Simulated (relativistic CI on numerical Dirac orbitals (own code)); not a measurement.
**Sensitivity of the levels of Pt³⁷⁺ to α and to the nuclear radius**

Calculated at this level of theory: Dirac-Coulomb-Breit CI, orbitals from a KLI potential per configuration, derivatives by finite differences, unscaled Slater integrals, QED left out (own radial code, finite nucleus).

Configuration list (outside the closed core [Ar] 3d10): 4s2.4p6.4d5, 4s2.4p6.4d4.4f, 4s2.4p4.4d7, 4s.4p6.4d6, 4p6.4d7, 4s2.4p6.4d4.5s, 4s2.4p6.4d3.5s2, 4p6.4d5.5s2. Levels of other configurations are missing.

With x = (α/α₀)² − 1 an excitation energy changes as ω = ω₀ + qx; K = 2q/ω₀ is the relative enhancement. Terms are leading LS components, so labels can repeat. The field-shift factor is F = δν/δ⟨r²⟩ for the transition from the lowest level.

Lowest level 4s2.4p6.4d5 4P_5/2.

```tsv
Level	ω₀ (cm⁻¹)	q (cm⁻¹)	K	F (GHz/fm²)
4s2.4p6.4d5 6S_5/2	146099	186300	2.55	6.6
4s2.4p6.4d5 4G_7/2	190346	182400	1.92	6.52
4s2.4p6.4d5 4D_3/2	192191	184900	1.92	5.97
4s2.4p6.4d5 2H_11/2	201485	181700	1.8	7.24
4s2.4p6.4d5 4G_9/2	215505	186600	1.73	6.98
4s2.4p6.4d5 4D_5/2	223677	192800	1.72	6.64
4s2.4p6.4d5 4P_1/2	230516	202600	1.76	6.35
4s2.4p6.4d5 2F_7/2	241288	186200	1.54	6.2
4s2.4p6.4d5 2D_3/2	289937	208500	1.44	7.85
4s2.4p6.4d5 6S_5/2	331226	364500	2.2	12.3
4s2.4p6.4d5 4D_7/2	362120	373300	2.06	12.5
4s2.4p6.4d5 2I_11/2	370843	370700	2	13.5
4s2.4p6.4d5 4G_9/2	374659	370300	1.98	12.8
4s2.4p6.4d5 4D_1/2	381969	378600	1.98	12.4
4s2.4p6.4d5 4P_3/2	386732	377500	1.95	12.8
4s2.4p6.4d5 2I_13/2	393585	370600	1.88	14
4s2.4p6.4d5 2F_5/2	394581	373800	1.89	12.5
4s2.4p6.4d5 2H_9/2	415751	374100	1.8	13.5
4s2.4p6.4d5 2G_7/2	424732	373800	1.76	12.6
4s2.4p6.4d5 4F_5/2	425780	375200	1.76	13.3
4s2.4p6.4d5 2D_3/2	431167	367200	1.7	11
4s2.4p6.4d5 4P_1/2	447503	374700	1.67	12.2
4s2.4p6.4d5 2G_7/2	451708	376800	1.67	13.5
```

At this charge energies of transitions that change n are usually good to better than 1 %, and those within a shell (Δn = 0) to a few per cent. Terms inside the open d or f shell come out 10 to 20 % too wide with unscaled integrals.
